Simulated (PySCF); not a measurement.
A calculated (M06-L, PySCF 2.14, jorge-DZP-DKH, the spin-free X2C one-electron Hamiltonian (Gaussian nucleus)) atom or ion has these occupied shells.

```
shell  electrons  orbital energy (eV)  rms radius, mean of both spins (bohr)
 1s β          1              -7606.8                                 0.0650
 1s α          1              -7606.8                                 0.0650
 2s α          1              -909.50                                  0.277
 2s β          1              -907.43                                  0.277
 2p α          3              -776.13                                  0.249
 2p β          3              -774.63                                  0.249
 3s α          1              -107.43                                  0.830
 3s β          1              -101.94                                  0.830
 3p α          3              -68.487                                  0.898
 3p β          3              -63.316                                  0.898
 3d α          5               -8.710                                   1.17
 3d β          2               -5.889                                   1.17
 4s α          1               -5.297                                   3.04
 4s β          1               -4.724                                   3.04
```

Question: Name the element and its charge.

Answer: Co (cobalt, neutral), in [Ar] 3d7 4s2, high-spin 4F determinant.
